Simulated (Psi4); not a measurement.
Psi4 input (wB97X-D/6-31G*):

```
memory 1500 MB

molecule {
1 1
O    -1.49560900   -0.59567800    0.75013500
Si   -0.28776100    0.00936800   -0.11340000
O    -0.56985500    0.62359200   -1.56985000
O     0.24042100   -1.59211400   -0.80788500
S     1.20070900    0.85772600    1.06071800
H    -1.90046300   -0.17674500    1.51640000
H    -0.73587800    1.55154200   -1.76321400
H    -0.01802400   -2.41340500   -0.35518500
H     0.21104700   -1.69426600   -1.77552800
H     1.86096600    1.39170600    0.01444200
symmetry c1
no_reorient
no_com
}

set {
  basis 6-31G*
  reference rks
  scf_type pk
  dft_radial_points 99
  dft_spherical_points 590
  e_convergence 1e-8
  d_convergence 1e-7
  maxiter 150
}

e = energy('wb97x-d')
print_out(f'\nFINAL {e:.10f} DIPOLE {variable("CURRENT DIPOLE")[0]:.6f} {variable("CURRENT DIPOLE")[1]:.6f} {variable("CURRENT DIPOLE")[2]:.6f}\n')
```

From the output:

```
      72A      1.230666    73A      1.281855    74A      1.555392
      75A      1.591850    76A      1.621056    77A      1.649492
      78A      1.717527    79A      1.749857    80A      1.772474
      81A      1.988029    82A      2.055072    83A      2.152009
      84A      2.322245    85A      2.356148    86A      2.393187
      87A      2.509118    88A      2.603957    89A      2.853849
      90A      3.526038    91A      3.620096    92A      3.653950
      93A      3.813084

    Final Occupation by Irrep:
              A
    DOCC [    29 ]
    NA   [    29 ]
    NB   [    29 ]

  @RKS Final Energy:  -916.11660741471928

   => Energetics <=

    Nuclear Repulsion Energy =            331.6404271203082317
    One-Electron Energy =               -1913.7268191543842022
    Two-Electron Energy =                 719.1477278887761031
    DFT Exchange-Correlation Energy =     -53.1750569757044289
    Empirical Dispersion Energy =          -0.0028862937149536
    VV10 Nonlocal Energy =                  0.0000000000000000
    Total Energy =                       -916.1166074147192830

Computation Completed

Properties will be evaluated at   0.000000,   0.000000,   0.000000 [a0]

Properties computed using the SCF density matrix

 Multipole Moments:

 ------------------------------------------------------------------------------------
     Multipole            Electronic (a.u.)      Nuclear  (a.u.)        Total (a.u.)
 ------------------------------------------------------------------------------------

 L = 1.  Multiply by 2.5417464519 to convert [e a0] to [Debye]
 Dipole X            :         -0.2713267           -0.0000113           -0.2713380
 Dipole Y            :         -0.7587548           -0.0000000           -0.7587548
 Dipole Z            :         -0.9610458            0.0000057           -0.9610402
 Magnitude           :                                                    1.2541656

 ------------------------------------------------------------------------------------

FINAL -916.1166074147 DIPOLE -0.271338 -0.758755 -0.961040

*** Psi4 exiting successfully. Buy a developer a beer!
```

The dipole moment of an ion depends on the origin.

The geometry given is a B3LYP-D3(BJ)/def2-TZVP minimum.
